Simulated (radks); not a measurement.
The numbers below are computed, except where a source is named.
Species: Zn9+. Configuration: [Ar] 3d3 (the NIST ground configuration).

Code: a radial shooting solver on a logarithmic mesh with Libxc functionals. Model: Dirac Kohn-Sham, PBE, spin-unpolarised, spherical densities, point nucleus; open shells fill j = l - 1/2 first.

Energy parts (eV):
| part | energy |
|---|---|
| total | -48034.096 |
| kinetic | 48960.478 |
| electron-nucleus | -110911.676 |
| Hartree | 15658.537 |
| exchange-correlation | -1741.434 |

Orbitals (lengths in bohr, moments of r in powers of bohr; r(90%) holds 90 % of the orbital's charge):
orbital  occ.  eigenvalue (eV)   <1/r>       <r^4>  r(90%)
1s1/2       2        -9758.662   30.22  0.00002986  0.0899
2s1/2       2        -1398.697   6.628    0.006258   0.349
2p1/2       2        -1260.312   6.580    0.004463   0.320
2p3/2       4        -1236.450   6.424    0.004724   0.325
3s1/2       2        -342.5350   2.266      0.3204   0.932
3p1/2       2        -297.5310   2.173      0.3500   0.955
3p3/2       4        -293.7088   2.138      0.3652   0.965
3d3/2       3        -219.3330   1.957      0.4009   0.991
3d5/2       0        -218.7062   1.949      0.4056   0.994
4s1/2       0        -137.0323  0.9847       6.973    2.00
4p1/2       0        -122.2712  0.9328       8.558    2.11
4p3/2       0        -121.3404  0.9236       8.806    2.12

The highest occupied level is 3d3/2 at -219.33 eV. Summed over all electrons, <r^2> = 5.571 bohr^2, which gives a Langevin (diamagnetic) susceptibility term of -4.41 x 10^-6 cm^3/mol. For comparison, the ionisation energy in NIST's Atomic Spectra Database is 238 eV (theoretical). In exact Kohn-Sham theory the highest level is minus the ionisation energy, but local and semilocal functionals leave it too shallow, through self-interaction and a potential that decays too fast; potentials with the right tail come closer.

Beside tabulated values, note that spin-unpolarised runs miss the spin-polarisation part of the exchange energy of open shells.
